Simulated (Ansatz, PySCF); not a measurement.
Donor–acceptor adduct: GaH3 (SMILES [GaH3]) (first 4 atoms) with PH3 (SMILES P); geometry from B3LYP-D3(BJ)/def2-TZVP, rigid monomers moved along the line of their centres of mass till Ga1···P5 is 2.96 Å.
(charge 0, multiplicity 1):
```xyz
8

Ga    -0.4614     0.4894     0.7103
H     -1.5394     1.4970     1.2656
H     -0.9507    -0.7987    -0.0558
H      1.0039     1.0125     0.4553
P      0.1073    -0.8441     3.2866
H      1.0598    -1.8812     3.3302
H      0.5970    -0.0778     4.3624
H     -0.9356    -1.5017     3.9681
```

Monomers are frozen at their geometry in the pair; levels with a basis set take the counterpoise correction. Rows marked so take none.

Rows in 3-21G, 6-31G* carry no dispersion term and start afresh at each structure (6-31G* with six Cartesian d functions); the Pople sets are all-electron and without relativity.

Run with Ansatz (a first-principles code); PySCF for 3-21G rows, 6-31G* rows, the dispersion terms. Values without a source in brackets are computed.

Q: One of these levels gives -13.28 kcal/mol for the interaction energy. Which?
(A) HF/3-21G (no counterpoise)
(B) PBE-D4/def2-TZVPPD
(C) HF/6-31G* (no counterpoise)

A: A, HF/3-21G (no counterpoise). The others give -9.88 (HF/6-31G* (no counterpoise)), -14.71 (PBE-D4/def2-TZVPPD)
